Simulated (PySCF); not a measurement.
## How methods differ on the ionisation energy of Ge⁺

Ge⁺ [Ar] 3d10 4s2 4p1 (2P) → Ge²⁺ [Ar] 3d10 4s2 (1S), as a difference of total energies. Calculation: PySCF 2.14, in aug-cc-pVTZ-PP with one added diffuse shell each of s, d, f type with ECP10MDF (7s5p5d3f, 68 functions); scalar relativity through the core potential. Correlated levels: valence: 3s2 3p6 3d10 frozen. The calculations carry no spin-orbit coupling.

| method | ionisation energy (eV) | error (eV) |
| --- | --- | --- |
| UHF | 15.250 | -0.539 |
| MP2 (valence) | 15.489 | -0.300 |
| SCS-MP2 (valence) | 15.476 | -0.313 |
| CCSD (valence) | 15.560 | -0.229 |
| CCSD(T) (valence) | 15.582 | -0.207 |

Reference: 15.789 eV (measured; NIST levels, between the centres of gravity of the two terms).

Errors of the correlated levels include the incompleteness of this basis and the frozen core.
